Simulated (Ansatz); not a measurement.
```xyz
9

F    -0.974   -2.092   -0.244
Ge   -0.215   -0.607    0.213
S     0.219   -0.610    2.351
C     0.387    0.640   -1.089
N    -0.998    0.868   -0.543
H     1.086   -1.634    2.270
H     1.174    1.334   -0.799
H     0.408    0.374   -2.142
H    -1.087    1.727   -0.016
```

Total charge 0; spin multiplicity 1.

Task: List the CAM-B3LYP/def2-TZVPP orbital energies in eV (Ansatz). (Best estimate.)

Result: Ansatz gave: Occupied: -10853.40, -2420.63, -1357.53, -1208.50, -1208.50, -1208.47, -673.03, -391.43, -280.10, -218.66, -172.47, -163.24, -163.18, -163.02, -122.79, -122.77, -122.72, -36.76, -36.42, -36.33, -36.30, -36.30, -33.32, -26.46, -22.82, -19.80, -17.05, -15.19, -14.46, -13.73, -13.37, -13.28, -12.34, -11.07, -10.23, -9.53, -8.21. Lowest empty: -0.23, 0.93, 1.71, 2.28, 2.44, 3.28, 3.82, 4.54.
